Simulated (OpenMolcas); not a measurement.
Os6+ among 5 point charges of -1.5 e arranged as a square pyramid (C4v), 2.04 Å from the ion, with the axial distance 2.387 Å.

```
Program             : OpenMolcas 26.06
Method              : SS-CASPT2, IPEA 0.25 Eh, imaginary shift 0.1 Eh (closed shells correlated: 4f 5s 5p)
Basis               : ANO-RCC-VDZP [7s6p4d2f1g]
Scalar Hamiltonian  : DKH2, point nucleus
Active space        : 2 electrons in 5 orbitals (5d)
State averaging     : 2S+1 = 3 even, 10 roots; 2S+1 = 1 even, 15 roots
Spin-orbit coupling : state interaction with AMFI integrals over the reference wave functions
```

Question: What is the spin-free ground state?

Answer: A state of multiplicity 3, 1-fold in its orbital part, 93 % from free-ion F terms; it has the highest spin that d2 allows.

Question: Where is the first state of the same spin?

Answer: A 2-fold state lies at 1450 cm-1 above the ground state.

Question: What are the lowest two levels with spin-orbit coupling?

Answer: A 1-fold level, then a 2-fold level 2060 cm-1 above it. Their leading multiplicities are 3 (92 %) and 3 (91 %).

Question: What is χT at 300 K, and how does it compare with the textbook value?

Answer: The lowest level has 2S+1 = 3, for which the spin-only value is χT = S(S+1) / 2 = 1.000 cm3 K/mol (g = 2). The computed 0.054 at 300 K differs by -0.946, through orbital momentum, spin-orbit coupling and any other state in reach.

Spin-orbit coupling mixes the spin-free states strongly: the lowest level takes only 50 % from its leading state, 2S+1 = 3, which lies 1451 cm-1 above the lowest spin-free state. Free-ion shares, where given, are those of the reference states; single-state CASPT2 does not remix them. This is an electrostatic model: the charges have no orbitals. An unlabelled pair can be two single states that coincide in this model. No measured value stands beside these numbers.
